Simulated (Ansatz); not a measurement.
Input for Ansatz (an electronic-structure program): U-CCSD(T)/cc-pV(D+d)Z on CH5NSi (SMILES C[Si]N), a point of a bond scan (R = 0.984 Å). Files ending in .json are basis or fitting sets from the Basis Set Exchange.

Ansatz 0.2 input:
```yaml
crystal:
  periodic: [false, false, false]
  atoms:
    - {symbol: Si, position_ang: [-0.27695795, -0.02987367, 0.65336335]}
    - {symbol: C, position_ang: [0.58141634, 1.33956110, -0.37080899]}
    - {symbol: H, position_ang: [0.17798236, 2.21789641, -0.18761194]}
    - {symbol: H, position_ang: [0.57862855, 1.17210013, -1.45148118]}
    - {symbol: H, position_ang: [1.62575435, 1.40795972, -0.04206701]}
    - {symbol: N, position_ang: [-0.21931976, -1.29505645, -0.50310454]}
    - {symbol: H, position_ang: [0.15769451, -1.23076375, -1.43932500]}
    - {symbol: H, position_ang: [-0.57108211, -2.21852540, -0.30037125]}
basis:
  gaussian:
    orbitals: cc-pV_D+d_Z.json
correlation: {method: ccsd_t, electrons: outside_noble_gas}
scf: {omitted_lower_state_checks: [cluster_reference]}
magnetization: {spin_polarized: true, initial_magnetization: 0}
```

Program output:

```
WARN ansatz: RAYON_NUM_THREADS=1 ignored (pool sized by the plan → 1); use --threads N
Functional definition: HF
these checks for a lower state are left out or cut short: cluster_reference
integrals: 0.09 GiB planned
739 factors; integrals over basis functions are off by at most 1.4e-3 eV
mean field: 0.23 GiB planned
mean field evaluation 1: about -10450.2417 eV, gradient 2.5e1 eV
mean field evaluation 2: about -10450.2944 eV, gradient 2.5e1 eV
mean field evaluation 4: about -10453.3094 eV, gradient 2.2e0 eV
mean field evaluation 8: about -10453.3545 eV, gradient 2.7e-4 eV
mean field evaluation 16: about -10453.3455 eV, gradient 2.0e-1 eV
mean field -10453.35453123 eV, -384.1536934846 hartree, gradient 1.7e-6 eV, S^2 0.000000; 2 other end points of the search recorded, 0 dependent functions left out
7 core orbitals not correlated
reference -10453.35453123 eV, -384.1536934846 hartree; 9, 9 occupied and 60, 60 virtual orbitals, 739 factors
second order -10.98337470 eV of doubles, -0.00000000 eV of singles
coupled cluster: 0.34 GiB planned
cycle   1  -11.69106549 eV  change   -7.1e-1 eV  update   8.6e-2
cycle   2  -12.03454080 eV  change   -3.4e-1 eV  update   2.9e-2
cycle   3  -12.11401263 eV  change   -7.9e-2 eV  update   1.5e-2
cycle   4  -12.11002933 eV  change    4.0e-3 eV  update   4.5e-3
cycle   5  -12.10910641 eV  change    9.2e-4 eV  update   1.9e-3
cycle   6  -12.10889719 eV  change    2.1e-4 eV  update   6.6e-4
cycle   7  -12.10881909 eV  change    7.8e-5 eV  update   2.0e-4
cycle   8  -12.10885628 eV  change   -3.7e-5 eV  update   6.6e-5
cycle   9  -12.10885755 eV  change   -1.3e-6 eV  update   2.1e-5
perturbative correction -0.34928293 eV, -0.0128359110 hartree
Total energy: -10465.81267171 eV, -384.6115217029 hartree
Checks for a lower state left out: cluster_reference
```

Self-consistency was reached.

Cost: around 8 core-seconds (rough).
